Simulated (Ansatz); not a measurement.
Spectroscopic constants of BeN, multiplicity 4 (lowest of 2S+1 = 2, 4 at CCSD(T)/def2-TZVPP on PBE0 minima; our sources give no spin for the ground state, which may be another).

D_e counts from the fitted minimum to each atom's lowest state at the same level, without counterpoise.

Correlated levels freeze the inner cores; with def2 sets outer-core shells near the valence are correlated too.

Programs: Ansatz (Gaussian basis) for Hartree–Fock, density functionals and correlated methods. Values without a source in brackets are computed.

PBE/def2-TZVPP gives 51.14 kcal/mol for the bond energy D_e.

Task: Predict the shift from PBE, with its sign, for: r2SCAN/def2-TZVPP, B3LYP/def2-TZVPP, wB97M-V/def2-TZVPP, B2PLYP/def2-TZVPP, CCSD(T)/def2-QZVPP.

Result: r2SCAN/def2-TZVPP -3.57; B3LYP/def2-TZVPP -4.72; wB97M-V/def2-TZVPP -11.73; B2PLYP/def2-TZVPP -9.26; CCSD(T)/def2-QZVPP -17.07 kcal/mol. 0 of 5 lie above PBE; the widest gap is to CCSD(T)/def2-QZVPP.

Ansatz is an electronic-structure program.
